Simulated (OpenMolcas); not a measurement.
Au5+ among 8 point charges of -0.96 e arranged as a cube (Oh), 2.04 Å from the ion.
```
   1.1778    1.1778    1.1778  -0.96
   1.1778    1.1778   -1.1778  -0.96
   1.1778   -1.1778    1.1778  -0.96
   1.1778   -1.1778   -1.1778  -0.96
  -1.1778    1.1778    1.1778  -0.96
  -1.1778    1.1778   -1.1778  -0.96
  -1.1778   -1.1778    1.1778  -0.96
  -1.1778   -1.1778   -1.1778  -0.96
```

* Program: OpenMolcas 26.06
* Method: SS-CASPT2, IPEA 0.25 Eh, imaginary shift 0.1 Eh (closed shells correlated: 5s 5p)
* Basis: ANO-RCC-VDZP [7s6p4d2f]
* Scalar Hamiltonian: DKH2, point nucleus
* Active space: 6 electrons in 5 orbitals (5d)
* State averaging: 2S+1 = 5 even, 5 roots; 2S+1 = 3 even, 45 roots; 2S+1 = 1 even, 50 roots
* Spin-orbit coupling: RASSI with atomic mean-field integrals over the reference wave functions

What is the spin-free ground state (labels of O, the rotations of Oh)?

5E, 2-fold in its orbital part, 100 % from free-ion D terms; it has the highest spin that d6 allows.

Where is the first state of the same spin?

5T2 at 2850 cm-1 above the ground state.

What are the lowest two levels with spin-orbit coupling?

A 1-fold level A1, then a 2-fold level E 100 cm-1 above it. Their leading multiplicities are 5 (77 %) and 5 (75 %).

What is χT at 300 K?

4.92 cm3 K/mol.

Roots that are degenerate in the reference are averaged as groups; the widest CASPT2 spread within a group is 310 cm-1 (the 3-fold group of multiplicity 3 near 52600 cm-1 above the lowest state of its run). Shifts and gaps below about the spread of the groups concerned are not significant. Spin-orbit coupling mixes the spin-free states strongly: the lowest level takes only 53 % from its leading state, 5E. An orbital doublet at a regular site is open to a Jahn-Teller distortion, which this geometry leaves out. Point charges give a weaker field than real ligands, and real ions of this kind are as a rule low spin; the high spin found here belongs to the model. The ground term spreads over less than 5000 cm-1, several times less than with real ligands, so orbital moments are less quenched and χT lies further from the spin-only value than at real sites. Free-ion shares, where given, are those of the reference states; single-state CASPT2 does not remix them. Point charges carry no covalency, so the field is a model and not that of real ligands. No measured value stands beside these numbers.
